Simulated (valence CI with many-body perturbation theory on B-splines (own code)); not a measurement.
Results of a calculation; reference values are marked as such.
**Ladder of approximations for Pm⁴⁰⁺**

Level of theory: relativistic CI+MBPT: three valence electrons over a frozen Dirac-Fock core [Ar], a basis of 9 s, 9 p, 10 d, 8 f, 5 g, 3 h, 1 i functions for each j, with the one-electron correlation potential Σ1, the two-electron term Σ2, the three-electron term Σ3, Breit, model QED; selected CI, second order for the rest (own B-spline code, finite nucleus).

No measured spectrum was set against this ion. As an estimate, large intervals hold to a few tenths of a per cent, small ones and those within an open d or f shell to about a per cent. Only levels of the ground parity were solved; by the run's estimate the other parity begins above the list, which can be wrong where configurations are misplaced.

Each rung adds one term. CI alone is the Dirac-Coulomb CI over the frozen core; QED comes last and gives the full result, which names the levels. Energies are above (3d3/2^3) J=3/2 on the same rung, in eV.

Levels are named by their leading jj configuration (3d3/2^4 stands for four electrons in 3d with j = 3/2), which in mixed levels can hold well under half, so a name can repeat and another be missing. Letters in brackets count levels of one name in rising energy.

```tsv
Level	CI alone
(3d3/2^2 3d5/2) J=5/2 [a]	23.20
(3d3/2^2 3d5/2) J=3/2	28.99
(3d3/2^2 3d5/2) J=7/2	31.10
(3d3/2^2 3d5/2) J=9/2	32.31
(3d3/2^2 3d5/2) J=1/2	33.12
(3d3/2^2 3d5/2) J=5/2 [b]	48.70
(3d3/2 3d5/2^2) J=7/2 [a]	54.28
(3d3/2 3d5/2^2) J=9/2	57.53
(3d3/2 3d5/2^2) J=3/2 [a]	61.39
(3d3/2 3d5/2^2) J=1/2	63.62
(3d3/2 3d5/2^2) J=11/2	65.81
(3d3/2 3d5/2^2) J=5/2 [a]	67.19
(3d3/2 3d5/2^2) J=5/2 [b]	71.33
(3d3/2 3d5/2^2) J=7/2 [b]	73.55
(3d3/2 3d5/2^2) J=3/2 [b]	84.99
(3d5/2^3) J=9/2	87.69
```

Question: What do these energies become with core correlation, Breit and QED?

Answer: (3d3/2^2 3d5/2) J=5/2 [a] 22.90 (-0.298); (3d3/2^2 3d5/2) J=3/2 28.50 (-0.490); (3d3/2^2 3d5/2) J=7/2 30.14 (-0.954); (3d3/2^2 3d5/2) J=9/2 31.18 (-1.133); (3d3/2^2 3d5/2) J=1/2 32.30 (-0.814); (3d3/2^2 3d5/2) J=5/2 [b] 47.57 (-1.133); (3d3/2 3d5/2^2) J=7/2 [a] 53.32 (-0.965); (3d3/2 3d5/2^2) J=9/2 56.22 (-1.306); (3d3/2 3d5/2^2) J=3/2 [a] 60.27 (-1.119); (3d3/2 3d5/2^2) J=1/2 62.41 (-1.208); (3d3/2 3d5/2^2) J=11/2 64.07 (-1.744); (3d3/2 3d5/2^2) J=5/2 [a] 65.62 (-1.574); (3d3/2 3d5/2^2) J=5/2 [b] 69.68 (-1.645); (3d3/2 3d5/2^2) J=7/2 [b] 71.63 (-1.918); (3d3/2 3d5/2^2) J=3/2 [b] 83.55 (-1.443); (3d5/2^3) J=9/2 85.99 (-1.705).

Question: How does the ionisation energy move along the ladder, and which term matters most?

Answer: CI alone 2991.9, + Σ1 2994.5, + Σ2 3000.3, + Σ3 3000.3, + Breit 2998.2, + QED 2998.3 eV. The largest step is Σ2, 5.7 eV. NIST lists 2997 ± 4 eV (theoretical).
